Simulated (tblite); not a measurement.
A geometry optimisation, step by step.

Compound: C₆H₁₂AsNO.
SMILES with atom numbers: `[NH2:1][C:2](=[O:3])[C@@H:4]1[CH2:5][CH2:6][CH2:7][AsH:8][CH2:9]1` (hydrogens: H10, H11 on N1; H12 on C4; H13, H14 on C5; H15, H16 on C6; H17, H18 on C7; H19 on As8; H20, H21 on C9)

Computed with GFN2-xTB (tblite), gas phase: L-BFGS steps from a force-field or distance-geometry start until the largest atomic force falls under 0.01 eV/Å. 5 of its 97 geometries are shown.

Step 0: E = -768.9099 eV, largest atomic force 4.632 eV/Å
```
atom  x, y, z in Å  |  force x, y, z in eV/Å
N1      3.130    0.183    0.371   -1.963  -0.301  -0.575
C2      1.986   -0.240   -0.421    3.853  -1.552  -2.050
O3      2.200   -0.870   -1.503    0.011   2.378   3.138
C4      0.612    0.039    0.038    0.207  -1.238   0.218
C5     -0.325   -0.558   -1.005   -0.877   0.165  -0.433
C6     -1.390   -1.281   -0.216    0.616  -0.550   0.609
C7     -2.433   -0.254    0.170    0.017  -1.138   1.021
As8    -1.625    1.458    0.783   -1.565   1.912   0.065
C9      0.244    1.469    0.150    0.230   1.151   0.623
H10     3.072    0.117    1.418    0.224   0.531  -1.835
H11     3.946    0.551   -0.148   -0.827  -0.891   0.935
H12     0.419   -0.499    1.028    0.668   0.764  -0.803
H13    -0.859    0.291   -1.515    0.658  -0.828  -0.165
H14     0.195   -1.192   -1.743   -0.262   0.307   0.427
H15    -0.862   -1.645    0.716   -0.991  -0.369  -0.879
H16    -1.798   -2.121   -0.782   -0.186  -0.027   0.228
H17    -3.082   -0.119   -0.698   -0.047   0.469   0.175
H18    -3.028   -0.698    0.997   -0.077   0.474  -0.375
H19    -1.536    1.376    2.364    0.434  -0.728  -0.645
H20     0.227    1.966   -0.856    0.278  -0.265   0.838
H21     0.898    2.046    0.852   -0.400  -0.261  -0.517
```

Step 24: E = -770.6981 eV, largest atomic force 0.221 eV/Å
```
atom  x, y, z in Å  |  force x, y, z in eV/Å
N1      3.028    0.232    0.357   -0.037   0.031   0.106
C2      2.084   -0.053   -0.574    0.012   0.214  -0.022
O3      2.357   -0.344   -1.716    0.097  -0.051   0.045
C4      0.664    0.010   -0.029   -0.009  -0.101   0.003
C5     -0.289   -0.731   -0.962   -0.090  -0.126  -0.028
C6     -1.487   -1.262   -0.187   -0.083  -0.039   0.031
C7     -2.460   -0.161    0.226    0.007  -0.005  -0.026
As8    -1.661    1.545    0.884   -0.067   0.071   0.110
C9      0.202    1.442    0.191    0.010  -0.049  -0.055
H10     2.775    0.612    1.256    0.113  -0.146  -0.121
H11     4.002    0.182    0.107   -0.029   0.101  -0.023
H12     0.673   -0.510    0.937    0.017  -0.041   0.086
H13    -0.617   -0.071   -1.770   -0.032   0.048   0.065
H14     0.240   -1.559   -1.435    0.061  -0.062   0.050
H15    -1.140   -1.784    0.711    0.087  -0.004  -0.055
H16    -2.006   -2.002   -0.803   -0.087   0.038   0.040
H17    -3.116    0.083   -0.617    0.080   0.068  -0.031
H18    -3.109   -0.529    1.030   -0.022   0.052  -0.090
H19    -1.259    0.972    2.227    0.018  -0.084   0.027
H20     0.267    1.991   -0.751   -0.016   0.042  -0.045
H21     0.844    1.953    0.917   -0.028   0.043  -0.067
```

Step 48: E = -770.8492 eV, largest atomic force 0.060 eV/Å
```
atom  x, y, z in Å  |  force x, y, z in eV/Å
N1      3.014    0.352    0.331    0.047  -0.006   0.012
C2      2.069    0.050   -0.596    0.002   0.010   0.032
O3      2.332   -0.083   -1.768   -0.022  -0.018  -0.010
C4      0.672   -0.051    0.001   -0.020   0.014  -0.006
C5     -0.268   -0.877   -0.874   -0.024  -0.032   0.007
C6     -1.558   -1.227   -0.139   -0.032   0.006   0.018
C7     -2.428   -0.010    0.156   -0.044  -0.023  -0.004
As8    -1.547    1.425    1.198   -0.035   0.012  -0.005
C9      0.148    1.372    0.179    0.003   0.016   0.025
H10     2.794    0.473    1.304   -0.002  -0.014  -0.041
H11     3.965    0.496    0.038    0.010  -0.010  -0.040
H12     0.756   -0.539    0.983    0.000   0.036  -0.015
H13    -0.497   -0.325   -1.787    0.035   0.000  -0.005
H14     0.240   -1.798   -1.164    0.038  -0.038  -0.023
H15    -1.310   -1.734    0.800    0.015   0.037   0.007
H16    -2.131   -1.938   -0.743    0.011   0.035  -0.010
H17    -2.772    0.445   -0.780    0.055  -0.023  -0.009
H18    -3.327   -0.329    0.693   -0.018  -0.001   0.015
H19    -1.028    0.504    2.285   -0.027  -0.025   0.000
H20    -0.028    1.821   -0.804    0.021  -0.002   0.032
H21     0.894    1.991    0.686   -0.013   0.027   0.019
```

Step 72: E = -770.8655 eV, largest atomic force 0.056 eV/Å
```
atom  x, y, z in Å  |  force x, y, z in eV/Å
N1      3.056    0.340    0.256    0.015  -0.001  -0.011
C2      2.048    0.071   -0.611    0.002   0.004  -0.010
O3      2.244   -0.053   -1.798   -0.005   0.010  -0.031
C4      0.678   -0.032    0.045   -0.018   0.000   0.008
C5     -0.247   -0.889   -0.818   -0.013  -0.012   0.002
C6     -1.562   -1.219   -0.120    0.013  -0.018  -0.002
C7     -2.445    0.003    0.098    0.013  -0.053  -0.011
As8    -1.601    1.407    1.209    0.005   0.020   0.005
C9      0.129    1.379    0.243   -0.011   0.017   0.012
H10     2.908    0.458    1.242   -0.008  -0.008   0.009
H11     3.988    0.444   -0.109    0.021   0.023   0.009
H12     0.801   -0.511    1.026   -0.011  -0.014   0.007
H13    -0.442   -0.370   -1.759    0.010   0.020   0.007
H14     0.277   -1.816   -1.063   -0.015  -0.026   0.005
H15    -1.346   -1.686    0.848   -0.006  -0.009  -0.020
H16    -2.104   -1.953   -0.726    0.008   0.017   0.028
H17    -2.697    0.456   -0.867    0.004   0.008   0.020
H18    -3.386   -0.305    0.564   -0.004   0.023  -0.002
H19    -1.135    0.445    2.288   -0.019   0.013  -0.030
H20    -0.025    1.853   -0.731    0.008  -0.010  -0.016
H21     0.852    1.996    0.785    0.010  -0.005   0.019
```

Step 96: E = -770.8685 eV, largest atomic force 0.010 eV/Å
```
atom  x, y, z in Å  |  force x, y, z in eV/Å
N1      3.064    0.337    0.233    0.001  -0.001  -0.001
C2      2.040    0.087   -0.622    0.000   0.007  -0.002
O3      2.208    0.015   -1.817   -0.003   0.002   0.003
C4      0.683   -0.045    0.059    0.000   0.001  -0.002
C5     -0.244   -0.905   -0.800   -0.001  -0.003   0.000
C6     -1.566   -1.222   -0.109    0.003   0.002   0.000
C7     -2.445    0.007    0.079    0.003  -0.002   0.001
As8    -1.613    1.420    1.187   -0.003  -0.006  -0.007
C9      0.138    1.368    0.261   -0.005   0.002   0.002
H10     2.931    0.416    1.225    0.003  -0.004   0.000
H11     3.984    0.489   -0.144   -0.003  -0.004   0.004
H12     0.820   -0.528    1.036   -0.001   0.003   0.002
H13    -0.428   -0.390   -1.744    0.001  -0.005   0.001
H14     0.273   -1.839   -1.033   -0.005   0.000  -0.003
H15    -1.363   -1.679    0.866    0.005   0.006  -0.006
H16    -2.105   -1.962   -0.709    0.005   0.003   0.005
H17    -2.675    0.450   -0.895   -0.004   0.000   0.004
H18    -3.397   -0.285    0.532   -0.002   0.002  -0.004
H19    -1.184    0.464    2.282    0.004   0.000   0.004
H20     0.015    1.852   -0.713    0.001  -0.005  -0.001
H21     0.857    1.970    0.827    0.000   0.001   0.000
```

**Question.** Summarise the path.

**Answer.** The energy falls by 45.17 kcal/mol from step 0 to step 96; nine tenths of that is first reached at step 21. It falls at every step. The largest force goes from 4.632 to 0.010 eV/Å. Among the bonds N1–C2 changes most, from 1.455 to 1.356 Å; the atoms move by 0.535 Å rms after alignment.

What follows is the cost of the whole relaxation. Time: 0.64 s. Hardware: one thread of an Intel Xeon 6975P-C, shared host with 192 logical CPUs at a one-minute load of 75.
